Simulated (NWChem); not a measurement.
Species: C3H5FSi; SMILES C#C[Si@H](C)F

```xyz
10

C      0.0636     2.5664    -0.1939
C     -0.0126     1.3722     0.0280
Si    -0.0923    -0.4265     0.3718
C      1.4048    -1.2919    -0.3042
F     -1.4213    -1.0153    -0.3614
H      0.1262     3.6226    -0.3899
H     -0.2709    -0.6367     1.8334
H      1.4938    -1.1200    -1.3876
H      2.3179    -0.9122     0.1803
H      1.3438    -2.3764    -0.1257
```
Atoms are numbered in this order, from 1.

Computed with NWChem. Pople sets run with spherical d functions. The geometry was optimised at PBE0/def2-SVP. Level: PBE/6-31G* with SMD (1 M gas to 1 M solution), gas-phase geometry. Reactions with the solvent are ignored.

### Question
Predict the results for solvent toluene. Quantities: solvation free energy (kcal/mol); cavity-dispersion-structure term (kcal/mol); dipole in solution (D).

### Answer
The solvation free energy (kcal/mol) comes out as -1.7 and the cavity-dispersion-structure term (kcal/mol) is 1.0. The dipole in solution (D) is 2.12.
